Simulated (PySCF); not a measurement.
Fill in the blanks.

Compound: C6H13NO2Si.
SMILES: `C=CCO[Si@](N)(O)C(=C)C`

```csv
property,level,value
point group of the GFN2-xTB geometry,GFN2-xTB,C1
"rotational constants A, B, C of the GFN2-xTB geometry",GFN2-xTB,"1.596, 0.815, 0.684 GHz"
dipole moment,PBE0/pcSseg-1,2.27 D
HOMO energy,PBE0/pcSseg-1,-7.06 eV
LUMO energy,PBE0/pcSseg-1,?
13C chemical shifts (computed TMS as zero) by class,GIAO PBE0/pcSseg-1,?
1H chemical shifts (computed TMS as zero) by class,GIAO PBE0/pcSseg-1,"6.55 (1 H), 5.81 (1 H), 5.41 (1 H), 5.39 (1 H), 5.37 (1 H), 4.76 (1 H), 4.52 (1 H), 2.04 (1 H), 1.95 (3 H), 0.52 (2 H) ppm"
"isotropic shieldings of nuclei other than C and H, by class",GIAO PBE0/pcSseg-1,?
```

Gas-phase values; electronic properties from PySCF, density fitting. One conformer (not necessarily the lowest) at the GFN2-xTB geometry, without solvent or vibrations. GFN2-xTB frequencies show an imaginary mode (35i cm⁻¹), so this geometry is no minimum at that level. NMR classes are plain means over equivalent atoms (diastereotopic ones count apart unless rotation or inversion swaps them), as if these changed places fast; in this geometry the members of some classes differ.

Task: The 13C chemical shifts (computed TMS as zero) by class?

Result: 154.6 (1 C), 149.8 (1 C), 130.8 (1 C), 122.7 (1 C), 69.0 (1 C), 26.4 (1 C) ppm.

Task: The LUMO energy?

Result: -0.16 eV.

Task: What are the isotropic shieldings of nuclei other than C and H, by class?

Result: 239 (1 N), 275 (1 O), 279 (1 O), 392 (1 Si) ppm.

The rotational constants make it an asymmetric top with κ = (2B − A − C)/(A − C) = -0.71, nearer the prolate limit (−1). With B = h/(8π²I), that is 505.379 GHz u Å² over I, the principal moments of inertia are 316.6, 620.3 and 739.0 u Å² (most abundant isotopes); the inertial defect Ic − Ia − Ib is -197.9 u Å² (zero for a rigid planar frame, negative otherwise). A dipole of 2.27 D is allowed in C1, and pure rotational transitions are dipole-allowed. In atomic units the dipole is 0.89 e·bohr (1 au = 2.5417 D).
